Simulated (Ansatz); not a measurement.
```xyz
2

S     0.0000    0.0000   -1.0281
S     0.0000    0.0000    1.0281
```

Basis set: 6-31G* (spherical functions). Left uncorrelated: 10 orbitals. Charge 0, multiplicity 3.

Computed with Ansatz (development build ahead of 0.2.0); each method stands on the lowest determinant of its kind that the runs found.

The atomization energy at this shape (free ground-state atoms in the same class of orbitals less the molecule, no zero-point energy) of triplet S2:

```csv
method,atomization energy
UHF,1.37 eV
```

(1) What does UHF-MP2 give?

## Answers

(1) 2.99 eV. Caution: the shape is not the minimum.
